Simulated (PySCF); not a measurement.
Te(Cl)(NMe2) (C2H6ClNTe), SMILES N(C)(C)[Te]Cl. Atoms are numbered in the order given.

```xyz
11

Te     0.6865     0.3554     0.0000
Cl    -1.3259     1.7592     0.0000
N     -0.0537    -1.5277     0.0000
C     -0.6574    -2.0444     1.2215
C     -0.6574    -2.0444    -1.2215
H     -1.7291    -1.7510     1.3238
H     -0.6087    -3.1560     1.2138
H     -0.1091    -1.6743     2.1077
H     -0.6087    -3.1560    -1.2138
H     -1.7291    -1.7510    -1.3238
H     -0.1091    -1.6743    -2.1077
```
Charge 0, spin multiplicity 1.

The structure is a stationary point at PBE-D3(BJ)/def2-SVP. The structure was generated by enumeration, and PubChem lists no compound with its InChIKey, so it may never have been made. The def2 effective core potentials stand for the cores of Te; spin–orbit coupling is left out. One conformer was computed; it need not be the lowest.

Level of theory: PySCF 2.14.0 with PBE-D3(BJ)/def2-SVP.

Frequencies are harmonic and unscaled.

Computed vibrational spectrum:
```tsv
mode	ν (cm⁻¹)	IR (km/mol)	moving atoms (share of kinetic energy)
1	64	4.5	Cl 43 %, C 26 %, H 20 %, Te 10 %
2	81	0.7	C 50 %, H 25 %, Cl 19 %
3	198	2.4	H 72 %, N 16 %
4	206	0.0	H 97 %
5	287	0.2	C 47 %, H 28 %, N 19 %
6	299	36.2	N 45 %, H 28 %, Cl 13 %
7	315	18.9	Cl 64 %, Te 16 %, N 10 %, H 8 %
8	319	0.8	C 47 %, H 30 %, Te 18 %
9	533	10.7	N 34 %, C 33 %, H 26 %
10	957	52.3	C 44 %, H 28 %, N 28 %
11	1024	2.9	H 67 %, C 27 %
12	1061	0.5	H 80 %, C 20 %
13	1099	3.9	H 70 %, C 19 %, N 10 %
14	1196	28.0	N 55 %, C 30 %, H 15 %
15	1209	0.5	H 47 %, N 29 %, C 25 %
16	1364	1.0	H 87 %, C 12 %
17	1386	9.5	H 86 %, C 14 %
18	1393	6.7	H 96 %
19	1408	31.4	H 94 %
20	1415	9.7	H 96 %
21	1433	1.9	H 96 %
22	2916	30.6	H 97 %
23	2920	91.4	H 96 %
24	2991	50.6	H 91 %, C 9 %
25	2995	0.5	H 91 %, C 9 %
26	3081	3.9	H 91 %, C 9 %
27	3082	5.2	H 91 %, C 9 %
```
